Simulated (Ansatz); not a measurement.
System: CH₃Be, net charge 0, doublet state. It need not be the lowest isomer of its formula. SMILES: [Be][CH3]
Geometry: optimised at B3LYP-D3(BJ)/def2-TZVP (Ansatz, an electronic-structure program).

Quantity: atomisation energy (electronic, to ground-state atoms), in kJ/mol. Cores are frozen in the correlated levels unless marked. UHF or UKS for open shells. Spin-orbit coupling is left out. Non-relativistic. FCI takes restricted orbitals. The coupled-cluster limit lacks core correlation, which all-electron functionals hold. Basis-set limits of correlation are two-point, X^-3; Hartree-Fock from the larger set.

```tsv
level	program	atomisation energy (kJ/mol)
HF/def2-SVPD	Ansatz	1207.1
PBE-D4/def2-TZVPD	Ansatz + dftd4	1547.1
r2SCAN-D3(BJ)/def2-TZVPD	Ansatz + dftd3	1544.3
CAM-B3LYP/def2-TZVPD	Ansatz	1528.4
LC-wPBE-D3(BJ)/def2-TZVPD	Ansatz + dftd3	1532.1
B2PLYP-D3(BJ)/def2-TZVPD	Ansatz + dftd3	1505.5
MP2/def2-QZVPPD	Ansatz	1516.7
```

Problem. What does CCSD(T)/CBS(def2-TZVPPD,def2-QZVPPD) (Ansatz) give?

Solution. 1498.1 kJ/mol, so MP2/def2-QZVPPD differs from it by 18.6 kJ/mol.
